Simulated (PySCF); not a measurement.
C₃H₄N, charge +1, singlet, at a GFN2-xTB geometry. Base run: PBE/STO-3G run with PySCF.

PySCF was given this input:
```python
from pyscf import gto, scf, dft

mol = gto.M(
    atom='''
C    -0.139301   -1.722203   -0.003312
C     0.577244   -0.588904    0.007753
C     0.024276    0.669389    0.000862
H    -1.218846   -1.725937   -0.018664
H     0.354803   -2.681629    0.002973
H     1.665046   -0.591228    0.023218
N    -0.401452    1.739381   -0.004364
H    -0.764154    2.673437   -0.008799
''',
    basis='sto-3g',
    charge=1,
    spin=0,
    verbose=4,
)

mf = dft.RKS(mol)
mf.xc = 'pbe'
mf.kernel()
mf.analyze()
```

Each row names what was changed in the base input (with any setting that the change needs).

```json
[
 {"change": "base", "ΔE vs base (µEh)": "0.0", "fitting functions": "-"},
 {"change": "auxbasis = def2-universal-jfit", "ΔE vs base (µEh)": "…", "fitting functions": "…"},
 {"change": "auxbasis = def2-universal-jkfit", "ΔE vs base (µEh)": "-1247", "fitting functions": "374"},
 {"change": "auxbasis = def2-tzvp-ri", "ΔE vs base (µEh)": "-999", "fitting functions": "364"},
 {"change": "auxbasis = cc-pvqz-jkfit", "ΔE vs base (µEh)": "-72.2", "fitting functions": "628"},
 {"change": "auxbasis = autoaux", "ΔE vs base (µEh)": "…", "fitting functions": "…"},
 {"change": "auxbasis = cc-pvtz-ri", "ΔE vs base (µEh)": "-1210", "fitting functions": "444"},
 {"change": "auxbasis = even-tempered beta=1.6", "ΔE vs base (µEh)": "…", "fitting functions": "…"},
 {"change": "auxbasis = cc-pvtz-jkfit", "ΔE vs base (µEh)": "-112", "fitting functions": "436"},
 {"change": "auxbasis = cc-pvdz-jkfit", "ΔE vs base (µEh)": "-135", "fitting functions": "372"}
]
```

Q: What belongs in the gaps?

A: 
- auxbasis = def2-universal-jfit, ΔE vs base (µEh): -1744
- auxbasis = def2-universal-jfit, fitting functions: 240
- auxbasis = autoaux, ΔE vs base (µEh): -3121
- auxbasis = autoaux, fitting functions: 292
- auxbasis = even-tempered beta=1.6, ΔE vs base (µEh): -2906
- auxbasis = even-tempered beta=1.6, fitting functions: 311

A fitting set is made for a task (jfit for Coulomb, jkfit for Coulomb and exchange, ri for correlation) and for a family of orbital bases.
